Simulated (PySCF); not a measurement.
C₆H₉O (doublet state).
SMILES with atom numbers: `[H]/[C:1]=[CH:2]\[C@H:3]([CH:4]=[O:5])[CH2:6][CH3:7]` (hydrogens: H8 on C1; H9 on C2; H10 on C3; H11 on C4; H12, H13 on C6; H14, H15, H16 on C7)

Geometry (GFN2-xTB, Å), atoms numbered from 1 in this order:
```
atom  x, y, z in Å
C1    -2.4237    1.5203   -0.2691
C2    -1.6587    0.6839    0.3313
C3    -0.3816    0.0473   -0.2765
C4    -0.7597   -1.3908   -0.4804
O5    -0.5515   -2.2810    0.2994
C6     0.7893    0.2277    0.6861
C7     2.1055   -0.1748    0.0307
H8    -2.5476    2.0156   -1.2018
H9    -1.8331    0.3562    1.3479
H10   -0.1816    0.5218   -1.2399
H11   -1.3222   -1.5695   -1.4177
H12    0.8387    1.2721    1.0019
H13    0.6155   -0.3931    1.5669
H14    2.2868    0.4168   -0.8649
H15    2.0852   -1.2264   -0.2453
H16    2.9310   -0.0171    0.7201
```

The hyperfine couplings belong to this conformer and change with its torsions.

Computed with UKS B3LYP, pcH-1 on C H O, non-relativistic, mean-field spin-orbit, GIAO (PySCF 2.14.0). Isolated species at its GFN2-xTB geometry (one conformer only). Couplings are sensitive to structure, and on GFN2-xTB geometries they can be far from those on DFT ones. No stability test was run, so a lower SCF solution isn't excluded.

(1) Break the g tensor into its mass correction, gauge correction and orbital-Zeeman/spin–orbit terms.

(2) What are the electron Larmor frequencies g μB B/h along the three axes at 340 mT?

(3) At 9.679 GHz, how far is the centre of the isotropic spectrum from where a free electron (g = 2.002319) resonates?

(4) What effective moment and Curie constant follow for a powder?

(5) In a frozen sample, at which fields do the three g values resonate at 9.5, 34, 94 and 263 GHz (hyperfine left aside), and which band first spreads them over more than twice a line width of 0.5 mT?

## Answers

(1) 
| Δg (ppm) | 1 | 2 | 3 |
| --- | --- | --- | --- |
| relativistic mass correction | -150 | -150 | -150 |
| gauge correction | 38 | 6 | -41 |
| orbital Zeeman/spin–orbit | -590 | 69 | 579 |
| total | -702 | -74 | 388 |

So g = 2.00162, 2.00224, 2.00271 and g_iso = 2.00219; the tensor is rhombic: the two nearest values differ by 42 % of g3 − g1. Axes: g1 points within 9° of the C1–H8 bond and g2 points within 8° of the C2–C3 bond.

(2) 9.5251, 9.5281, 9.5303 GHz for g1, g2 and g3, a range of 5.2 MHz.

(3) B = hν/(g μB) with μB/h = 13.99624 MHz/mT gives 345.37 mT for the free electron and 345.39 mT at g_iso, 0.02 mT higher.

(4) With the mean of g² = 4.0088 and S(S+1) = 0.75: μ_eff = √(⟨g²⟩S(S+1)) = 1.734 μB and χT = 0.12505·⟨g²⟩·S(S+1) = 0.376 cm³ K/mol (cgs; spin-Hamiltonian part alone).

(5) 
```
band    GHz  B(g3) mT  B(g2) mT  B(g1) mT  spread mT
   X    9.5    338.92    339.00    339.10       0.18
   Q   34.0   1212.97   1213.25   1213.63       0.66
   W   94.0   3353.50   3354.28   3355.33       1.83
   J  263.0   9382.68   9384.84   9387.78       5.11
```

The spread grows in proportion to the frequency. W band is the first where it exceeds 1.0 mT.

The largest Mulliken spin populations are on C1 (+1.02), C2 (-0.17) and C3 (+0.09). No atom but C1 exceeds +0.15. The positive populations add up to 1.18 and the negative ones to -0.18, together 2S = 1.

The HOMO–LUMO gaps are 5.25 eV among the α and 4.62 eV among the β orbitals.

Time: 49 s (with the writing of density and orbital grids); peak memory 0.96 GiB. Hardware: one thread, AMD EPYC 7B13 (x86_64), no GPU, shared host with 128 logical CPUs at a one-minute load of 36.
